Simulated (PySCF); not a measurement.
# From computed data to an observable: oscillator strength and radiative lifetime

Si(Me)2(OH)(SH) (C₂H₈OSSi), SMILES C[Si](C)(O)S.

Geometry optimised at B3LYP-D3(BJ)/def2-SVP. The values are those of a single conformer.

TDA-PBE0/def2-SVPD (PySCF) puts the first singlet state with f over 0.02 at 6.12 eV (vertical), with the transition dipole (0.168, 0.159, 0.387) in atomic units.

Q: Find the oscillator strength, the wavelength and the radiative lifetime that this transition would have in vacuum if emission retraced absorption.

A: 
|μ|² = 0.2033 au, so |μ| = 1.15 D. ΔE = 6.12/27.211 = 0.2249 hartree. f = (2/3) ΔE |μ|² = 0.030 (the program prints 0.030).
λ = 1239.84/6.12 = 203 nm; ν = 49361 cm⁻¹.
Einstein's coefficient A = 0.6670 ν² f s⁻¹ (ν in cm⁻¹) = 5.0e7 s⁻¹, so τ = 1/A = 20 ns. This state is S1. The figure is the radiative limit of this one transition; relaxation, internal conversion, crossing to triplets and a medium change what is measured.
